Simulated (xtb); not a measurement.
hydrogen sulfide (H2S), singlet, at a GFN2-xTB geometry; xtb with GFN2-xTB with ALPB(chcl3).

Input for xtb:
```
$ xtb mol.xyz --gfn 2 --alpb chcl3 --json

# file mol.xyz
3

S     -0.00035523    -0.00209154     0.10204772
H     -0.03705710     0.97315096    -0.79691824
H      0.04274080    -0.93968637    -0.83584535
```

What the program printed (banner, timings and long lists left out):

```
   ID    Z sym.   atoms
    1   16 S      1
    2    1 H      2, 3

           -------------------------------------------------
          |                Calculation Setup                |
           -------------------------------------------------

           -------------------------------------------------
          |                 G F N 2 - x T B                 |
           -------------------------------------------------

      * Solvation model:               ALPB
        Solvent                        chcl3
        Parameter file                 internal GFN2-xTB/ALPB
        Dielectric constant                4.8100E+00
        Reference state                gsolv [1 M gas/solution]
        Free energy shift                  3.8910E-03 Eh       2.4417E+00 kcal/mol
        Temperature                        2.9815E+02 K
        Density                            1.4900E+00 kg/L
        Solvent mass                       1.1938E+02 g/mol
        Interaction kernel             P16
        Born radius scaling (c1)           1.3274E+00
        Born radii integrator          GBOBC
        Born offset                        0.0000E+00 a0       0.0000E+00 AA
        H-bond correction              false
        Ion screening                  false
        Surface tension                    1.0000E-05 Eh       1.5569E+01 dyn/cm
        Grid points                               230 per atom

          ...................................................
          :                      SETUP                      :
          :.................................................:
          :  # basis functions                  12          :
          :  # atomic orbitals                  11          :
          :  # shells                            5          :
          :  # electrons                         8          :
          :  max. iterations                   250          :
          :  Hamiltonian                  GFN2-xTB          :
          :  restarted?                      false          :
          :  GBSA solvation                   true          :
          :  PC potential                    false          :
          :  electronic temp.          300.0000000     K    :
          :  accuracy                    1.0000000          :
          :  -> integral cutoff          0.2500000E+02      :
          :  -> integral neglect         0.1000000E-07      :
          :  -> SCF convergence          0.1000000E-05 Eh   :
          :  -> wf. convergence          0.1000000E-03 e    :
          :  Broyden damping             0.4000000          :
          :  net charge                          0          :
          :  unpaired electrons                  0          :
          ...................................................

 iter      E             dE          RMSdq      gap      omega  full diag
   1     -4.2794917 -0.427949E+01  0.474E+00    5.89       0.0  T
   2     -4.2802418 -0.750152E-03  0.252E+00    5.59       1.0  T
   3     -4.2804759 -0.234129E-03  0.229E-01    5.25       1.0  T
   4     -4.2804819 -0.596143E-05  0.756E-02    5.26       1.0  T
   5     -4.2804825 -0.595108E-06  0.500E-02    5.26       1.2  T
   6     -4.2804830 -0.463943E-06  0.482E-03    5.26      12.0  T
   7     -4.2804830 -0.378827E-08  0.320E-04    5.26     180.2  T
   8     -4.2804830 -0.333422E-11  0.159E-04    5.26     362.7  T

   *** convergence criteria satisfied after 8 iterations ***

         :::::::::::::::::::::::::::::::::::::::::::::::::::::
         ::                     SUMMARY                     ::
         :::::::::::::::::::::::::::::::::::::::::::::::::::::
         :: total energy              -4.260700230181 Eh    ::
         :: total w/o Gsasa/hb        -4.258418222098 Eh    ::
         :: gradient norm              0.000742574408 Eh/a0 ::
         :: HOMO-LUMO gap              5.260795715556 eV    ::
         ::.................................................::
[...]
         :: -> isotropic ES            0.007709119106 Eh    ::
         :: -> anisotropic ES          0.000281288413 Eh    ::
         :: -> anisotropic XC          0.001881694433 Eh    ::
         :: -> dispersion             -0.000322561214 Eh    ::
         :: -> Gsolv                  -0.004699074602 Eh    ::
         ::    -> Gelec               -0.002417066518 Eh    ::
         ::    -> Gsasa               -0.006173027328 Eh    ::
         ::    -> Ghb                  0.000000000000 Eh    ::
         ::    -> Gshift               0.003891019244 Eh    ::
         :: repulsion energy           0.019782724394 Eh    ::
         :: add. restraining           0.000000000000 Eh    ::
         :: total charge              -0.000000000000 e     ::
         :::::::::::::::::::::::::::::::::::::::::::::::::::::

           -------------------------------------------------
          |                Property Printout                |
           -------------------------------------------------

    * Orbital Energies and Occupations

         #    Occupation            Energy/Eh            Energy/eV
      -------------------------------------------------------------
         1        2.0000           -0.7214746             -19.6323
         2        2.0000           -0.5058766             -13.7656
         3        2.0000           -0.4882455             -13.2858
         4        2.0000           -0.3915489             -10.6546 (HOMO)
         5                         -0.1982182              -5.3938 (LUMO)
         6                         -0.1123973              -3.0585
         7                         -0.0356735              -0.9707
         8                         -0.0210809              -0.5736
         9                         -0.0169719              -0.4618
        10                          0.2951445               8.0313
        11                          0.6160662              16.7640
      -------------------------------------------------------------
                  HL-Gap            0.1933307 Eh            5.2608 eV
             Fermi-level           -0.2948835 Eh           -8.0242 eV

     #   Z          covCN         q      C6AA      α(0)
     1  16 S        1.846    -0.394   158.423    21.185
     2   1 H        0.923     0.197     1.114     1.651
     3   1 H        0.923     0.197     1.114     1.651

 Mol. C6AA /au·bohr⁶  :        215.942133
 Mol. C8AA /au·bohr⁸  :       9106.507318
 Mol. α(0) /au        :         24.486617

Wiberg/Mayer (AO) data.
largest (>0.10) Wiberg bond orders for each atom

 ---------------------------------------------------------------------------
     #   Z sym  total        # sym  WBO       # sym  WBO       # sym  WBO
 ---------------------------------------------------------------------------
     1  16 S    1.917 --     2 H    0.958     3 H    0.958
     2   1 H    0.961 --     1 S    0.958
     3   1 H    0.961 --     1 S    0.958
 ---------------------------------------------------------------------------

Topologies differ in total number of bonds
Writing topology from bond orders to xtbtopo.mol

molecular dipole:
                 x           y           z       tot (Debye)
 q only:        0.002       0.014      -0.684
   full:        0.003       0.017      -0.810       2.059
molecular quadrupole (traceless):
                xx          xy          yy          xz          yz          zz
 q only:       -1.103      -0.080       0.824      -0.006       0.011       0.279
  q+dip:       -1.408      -0.102       1.028      -0.008       0.013       0.380
   full:       -2.081      -0.149       1.490      -0.012       0.018       0.591

           -------------------------------------------------
          | TOTAL ENERGY               -4.260700230181 Eh   |
          | GRADIENT NORM               0.000742574408 Eh/α |
          | HOMO-LUMO GAP               5.260795715556 eV   |
           -------------------------------------------------

normal termination of xtb
```
